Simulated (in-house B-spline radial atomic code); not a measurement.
Configurations of Ba⁶⁺, with energies counted from [Kr] 4d10 5s2 5p2. Method: scalar-relativistic (X2C) wB97X, spin-polarised, spherical fractional occupations, exact exchange averaged over the configuration, Fermi nucleus of rms radius 4.8378 fm. Calculated with a radial B-spline atomic code at the basis-set limit. Shells without spins written out take the highest spin.

Occupations are held fixed; configurations that lie above the ionisation limit could autoionise.

| configuration | E - E(ref) (eV) | highest orbital | its <r> (bohr) |
| --- | --- | --- | --- |
| [Kr] 4d10 5s1 5p2 5f1 | 63.631 | 5f up | 2.845 |
| [Kr] 4d9 5s2 5p3 | 81.437 | 5p up | 1.639 |
| [Ar] 3d10 4s2 4p5 4d10 4f1 5s2 5p2 | 188.63 | 4f up | 1.041 |
| [Ar] 3d9 4s2 4p6 4d10 5s2 5p2 5d1 | 801.33 | 5d up | 1.943 |
| [Ar] 3d9 4s2 4p6 4d10 5s2 5p2 6f1 | 839.9 | 6f up | 4.691 |

**Question.** Order these further configurations by energy, lowest first.
A. [Kr] 4d10 4f1 5s2 5p1
B. [Ar] 3d10 4s2 4p5 4d10 5s2 5p2 5d1
C. [Ar] 3d10 4s2 4p5 4d10 5s2 5p2 6f1
D. [Kr] 4d10 5s1 5p2 6s1
E. [Kr] 4d9 5s2 5p2 6s1

**Answer.** A (16.692 eV), D (50.475 eV), E (119.35 eV), B (201.94 eV), C (240.17 eV).
